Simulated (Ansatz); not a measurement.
```
atom    x (Å)    y (Å)   z (Å)
   C   0.0000   1.4000  0.0000
   C   1.2124   0.7000  0.0000
   C   1.2124  -0.7000  0.0000
   C   0.0000  -1.4000  0.0000
   C  -1.2124  -0.7000  0.0000
   C  -1.2124   0.7000  0.0000
   C   2.4249   1.4000  0.0000
   C   3.6373   0.7000  0.0000
   C   3.6373  -0.7000  0.0000
   C   2.4249  -1.4000  0.0000
   H   0.0000   2.4850  0.0000
   H   0.0000  -2.4850  0.0000
   H  -2.1521   1.2425  0.0000
   H   2.4249   2.4850  0.0000
   H   4.5769   1.2425  0.0000
   H   4.5769  -1.2425  0.0000
```

Basis set: def2-SVP. Charge 0. Computed with Ansatz (development build ahead of 0.2.0); the lowest solution found for each multiplicity.

Q: How do the multiplicities compare at this shape? Give, from the lowest of each method, PBE0 (unrestricted) for 1, 3; PBE0 (restricted) for 1, 3; HF (restricted) for 1, 3; HF (unrestricted) for 1, 3.

A:

```csv
method,multiplicity,E (eV),<S²>
"PBE0, unrestricted",1,0.000,1.05
"PBE0, unrestricted",3,0.022,2.02
"PBE0, restricted",1,1.845,0.00
"PBE0, restricted",3,0.000,2.00
"HF, restricted",1,4.424,0.00
"HF, restricted",3,0.000,2.00
"HF, unrestricted",1,0.000,2.44
"HF, unrestricted",3,0.542,3.15
```

Caution for PBE0, unrestricted, HF, unrestricted: the unrestricted determinant is a mixture of spin states. Caution for PBE0, restricted, HF, restricted: an unrestricted determinant lies well below.
